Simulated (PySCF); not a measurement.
SMILES C[Si](C)(C)[Cd][I] (C3H9CdISi), singlet, GFN2-xTB optimised geometry. Atoms within 1.6 Å of the plane z = 0.0 Å (x, y, z in Å): Cd1 (-1.50, 2.30, 0.00), Si3 (-0.83, -0.14, 0.00), C5 (-1.45, -1.29, 1.40), C6 (1.10, -0.14, 0.00), H10 (-2.53, -1.34, 1.42), H12 (-1.07, -2.30, 1.26), H13 (1.50, 0.14, 0.97), H14 (1.49, 0.57, -0.73), H15 (1.50, -1.12, -0.25).

Calculation: B3LYP/def2-TZVP, def2 effective core potentials past Kr (PySCF). The core electrons that the potentials of Cd, I replace are not part of the density. Cells within 0.4 Å of a nucleus heavier than hydrogen are left out (blank, or x).

Map of the log10 of the electron density (e/bohr³), floored at −4 on the plane z = 0.0 Å:

```
|0000011223333333221100000000000|
|0000112233444433322100000000000|
|0000122334444443322100000000000|
|0001223445555443322100000000000|
|0001234456665543322100000000000|
|0001234567876544321100000000000|
|0012345689998654321100000000000|
|001234578xxx8754321100000000000|
|001234578xxx8754322111100000000|
|0012345679997654332222210000000|
|0012344567776554433333321000000|
|0011234556666554444444332100000|
|0001234455666655555555432100000|
|0001223455666666666666543210000|
|0001123455678766677776543210000|
|00001234456xxx7677xx76543210000|
|000012344568xx7677xx76543210000|
|0001123445678766677776543210000|
|0001123445566655667776543210000|
|0001123345555555556776543210000|
|0001123344555444445665432100000|
|0000122334444433334454432100000|
|0000112233333332223333321000000|
|0000011223333322112222210000000|
|0000001112222221101111000000000|
|0000000011222110000000000000000|
|0000000001111100000000000000000|
|0000000000000000000000000000000|
|0000000000000000000000000000000|
|0000000000000000000000000000000|
|0000000000000000000000000000000|
```
Scale: ten equal steps from -4.00 (start of '0') to 0.413 (end of '9'), in the order '0123456789'; x runs from -4.50 to 4.50, y from -4.50 (bottom) to 4.50 (top).
